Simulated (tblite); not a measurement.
Species: C6H12BNSi.
SMILES with atom numbers: `[CH2:1]=[CH:2][Si@:3]([NH2:4])([BH:5][CH3:6])[C:7]#[C:8][CH3:9]` (hydrogens: H10, H11 on C1; H12 on C2; H13, H14 on N4; H15 on B5; H16, H17, H18 on C6; H19, H20, H21 on C9)

Computed with GFN2-xTB (tblite), gas phase: L-BFGS steps from a force-field or distance-geometry start until the largest atomic force falls under 0.01 eV/Å.

Step 13: E = -672.6437 eV
```
atom  x, y, z in Å  |  force x, y, z in eV/Å
C1     -2.5525   -2.0965   -0.2196    0.016   0.027  -0.044
C2     -1.5104   -1.4423   -0.7098    0.007  -0.032   0.004
Si3    -0.6329   -0.0731    0.2960   -0.068   0.032  -0.042
N4     -1.1850   -0.2083    1.9520    0.046   0.029  -0.017
B5     -1.1654    1.7253   -0.3401   -0.052  -0.084   0.066
C6     -0.2191    2.9728   -0.2869    0.031   0.019   0.029
C7      1.1828   -0.5139    0.2762    0.101   0.029  -0.075
C8      2.3649   -0.7146    0.1266   -0.138   0.006   0.048
C9      3.7879   -0.9780    0.0000   -0.084   0.055   0.039
H10    -2.8957   -1.9097    0.7885   -0.036  -0.040  -0.067
H11    -3.1222   -2.8336   -0.7684    0.073  -0.012  -0.019
H12    -1.1920   -1.6584   -1.7248   -0.021   0.011   0.072
H13    -2.0469    0.2721    2.1706    0.132  -0.084   0.055
H14    -1.1996   -1.1320    2.3638    0.027   0.139  -0.017
H15    -2.2595    1.8782   -0.7534    0.086   0.032  -0.014
H16     0.4849    2.9509    0.5407    0.061  -0.042   0.041
H17    -0.7231    3.9364   -0.2716   -0.093   0.012   0.000
H18     0.3923    2.9744   -1.1901    0.038  -0.073  -0.064
H19     3.9695   -2.0403   -0.1532   -0.047  -0.057   0.007
H20     4.2047   -0.4314   -0.8456   -0.059   0.035  -0.035
H21     4.3084   -0.6610    0.9035   -0.020  -0.001   0.035
```

Step 14: E = -672.6480 eV
```
atom  x, y, z in Å  |  force x, y, z in eV/Å
C1     -2.5544   -2.0985   -0.2245    0.035   0.020  -0.020
C2     -1.5102   -1.4434   -0.7096   -0.029  -0.038   0.002
Si3    -0.6339   -0.0686    0.2923   -0.111  -0.060   0.019
N4     -1.1793   -0.2056    1.9518    0.041   0.028  -0.023
B5     -1.1658    1.7262   -0.3401   -0.052  -0.056   0.073
C6     -0.2203    2.9714   -0.2843    0.059   0.052   0.020
C7      1.1803   -0.5108    0.2741    0.019   0.040  -0.060
C8      2.3614   -0.7153    0.1311   -0.047   0.008   0.016
C9      3.7833   -0.9771    0.0017   -0.024   0.020   0.026
H10    -2.8976   -1.9135    0.7837   -0.055  -0.039  -0.060
H11    -3.1204   -2.8390   -0.7745    0.092   0.020  -0.001
H12    -1.1938   -1.6637   -1.7233    0.014   0.026   0.037
H13    -2.0402    0.2716    2.1794    0.117  -0.047   0.034
H14    -1.1929   -1.1271    2.3676    0.054   0.112  -0.034
H15    -2.2547    1.8849   -0.7570    0.022   0.021  -0.035
H16     0.4842    2.9543    0.5417    0.100  -0.071   0.051
H17    -0.7175    3.9376   -0.2698   -0.134   0.032  -0.017
H18     0.3855    2.9660   -1.1914    0.062  -0.062  -0.056
H19     3.9674   -2.0391   -0.1528   -0.059  -0.059   0.009
H20     4.2013   -0.4317   -0.8444   -0.078   0.045  -0.039
H21     4.3085   -0.6617    0.9026   -0.026   0.010   0.057
```

**Question.** Estimate the geometry and energy of step 15. (The exact step hangs on the optimiser's Hessian estimate; all steps are aligned on step 14, rigid shifts and turns removed.)

**Answer.** E = -672.6524 eV, largest force 0.181 eV/Å
```
atom  x, y, z in Å  |  force x, y, z in eV/Å
C1     -2.5562   -2.1007   -0.2300    0.037  -0.002   0.011
C2     -1.5102   -1.4451   -0.7096   -0.047  -0.028  -0.002
Si3    -0.6369   -0.0652    0.2885   -0.110  -0.130   0.060
N4     -1.1722   -0.2021    1.9510    0.044   0.029  -0.014
B5     -1.1671    1.7267   -0.3385   -0.025   0.014   0.067
C6     -0.2206    2.9710   -0.2811    0.069   0.056   0.008
C7      1.1771   -0.5066    0.2710   -0.080   0.051  -0.044
C8      2.3572   -0.7160    0.1363    0.054   0.009  -0.017
C9      3.7784   -0.9760    0.0038    0.033  -0.022   0.008
H10    -2.9009   -1.9184    0.7773   -0.076  -0.030  -0.035
H11    -3.1168   -2.8447   -0.7812    0.094   0.032   0.001
H12    -1.1954   -1.6691   -1.7213    0.054   0.036  -0.014
H13    -2.0308    0.2706    2.1900    0.070   0.018   0.017
H14    -1.1843   -1.1201    2.3714    0.089   0.045  -0.033
H15    -2.2495    1.8927   -0.7620   -0.043   0.008  -0.052
H16     0.4854    2.9567    0.5436    0.112  -0.084   0.033
H17    -0.7136    3.9399   -0.2682   -0.135   0.014  -0.031
H18     0.3791    2.9555   -1.1936    0.063  -0.041  -0.016
H19     3.9640   -2.0386   -0.1522   -0.071  -0.035   0.015
H20     4.1962   -0.4313   -0.8437   -0.097   0.043  -0.023
H21     4.3081   -0.6623    0.9026   -0.038   0.016   0.062
```

The energy changes by -0.0044 eV. The first-order estimate −F·Δx gives -0.0060 eV and the mean of the old and new forces, exact on a quadratic surface, -0.0044 eV. The step makes an angle of 65° with the force vector and moves no atom by more than 0.014 Å.

What follows is the cost of the whole relaxation. The run took 2.9 s wall on one thread of an Arm Neoverse N1, shared host with 64 logical CPUs at a one-minute load of 59.
